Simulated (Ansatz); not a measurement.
One change: `CC[O][Ti]([F])([F])[F]` becomes `C#[C][Ti]([F])([F])[F]`.

Ansatz, PBE0-D4/def2-TZVP geometries, multiplicity 1. Each molecule was computed in one conformer, which needn't be the lowest.

Scalar relativity is left out up to krypton.

```tsv
property	`CC[O][Ti]([F])([F])[F]`
HOMO energy (ωB97M-V/def2-TZVPP) / eV	-11.65
HOMO–LUMO gap (PBE0/def2-TZVPP) / eV	7.23
HOMO–LUMO gap (B3LYP/def2-TZVPP) / eV	6.71
size of the dipole moment (ωB97M-V/def2-TZVPP) / D	3.60
size of the dipole moment (B3LYP/def2-TZVPP) / D	3.74
HOMO energy (PBE0/def2-TZVPP) / eV	-9.29
```

Problem. Give the same properties after the change, and the shifts. (Estimate.)

Solution. Computed: 
| property | `C#[C][Ti]([F])([F])[F]` | shift |
| --- | --- | --- |
| HOMO energy (ωB97M-V/def2-TZVPP) / eV | -11.15 | 0.50 |
| HOMO–LUMO gap (PBE0/def2-TZVPP) / eV | 5.68 | -1.55 |
| HOMO–LUMO gap (B3LYP/def2-TZVPP) / eV | 5.16 | -1.55 |
| size of the dipole moment (ωB97M-V/def2-TZVPP) / D | 1.57 | -2.03 |
| size of the dipole moment (B3LYP/def2-TZVPP) / D | 1.80 | -1.94 |
| HOMO energy (PBE0/def2-TZVPP) / eV | -8.94 | 0.35 |

With PBE0 the HOMO rises by 0.35 eV and the LUMO falls by 1.19 eV, so the gap narrows by about 1.54 eV. PBE moves the HOMO by 0.03 eV and ωB97M-V by 0.50 eV. The zero-point energy changes by -136.2 kJ/mol with -15 modes. Dipoles are sizes alone; their direction can turn.

B3LYP here is the variant with VWN-RPA as its local correlation; programs differ in this.
